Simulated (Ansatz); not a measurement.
This geometry of FH + GeH4O + H2O (11 atoms, charge 0, multiplicity 1) is a first-order saddle point.

These are results of RKS B3LYP-D4/def2-SVP in Ansatz 0.2.0, not measurements.

```xyz
11
Properties=species:S:1:pos:R:3
Ge -0.761 1.117 -0.502
O 0.877 0.073 -0.552
H -1.917 0.596 -1.370
H -1.021 1.980 0.747
H -0.022 2.136 -1.467
H -0.190 -1.185 1.140
F -1.207 -0.465 0.724
H 1.048 -0.783 0.270
O 0.815 -1.583 1.148
H 1.633 0.574 -0.882
H 0.746 -2.460 0.744
```

Question: Which two structures does it join? (They come from a converged band through this point; their orientation in space is the band's.)

Answer: Bonds broken: Ge1–O2, H6–F7, H8–O9. Bonds formed: Ge1–F7, O2–H8, H6–O9. FH + GeH4O + H2O becomes FGeH3 + H2O + H2O.

Image 0:

```xyz
11
Properties=species:S:1:pos:R:3
Ge -0.580 1.285 -0.748
O 0.967 0.319 -0.602
H -1.635 0.297 -1.242
H -0.897 1.988 0.577
H -0.262 2.331 -1.847
H -0.551 -1.139 1.361
F -1.354 -0.602 1.358
H 1.071 -1.037 0.424
O 0.826 -1.786 1.022
H 1.749 0.872 -0.725
H 0.667 -2.528 0.422
```

Image 8:

```xyz
11
Properties=species:S:1:pos:R:3
Ge -1.184 1.145 -0.609
O 1.510 0.373 -0.261
H -2.686 1.495 -0.756
H -0.471 2.268 0.152
H -0.598 0.727 -1.958
H -0.072 -1.464 0.992
F -1.287 -0.288 0.446
H 1.433 -0.527 0.130
O 0.783 -1.935 1.010
H 1.920 0.888 0.447
H 0.652 -2.681 0.407
```

Question: How far does it lie above each of them?

Answer: 53.3 kJ/mol above the first and 69.5 kJ/mol above the second. This is the barrier of this one path; another mechanism may lie lower. The orbitals stay closed-shell, which can raise the energy where a bond breaks towards radicals; this wasn't checked here.

Time of the run: 5.2 min on 2 threads of Arm Neoverse V1, with other jobs on the host, peak memory 0.28 GiB.
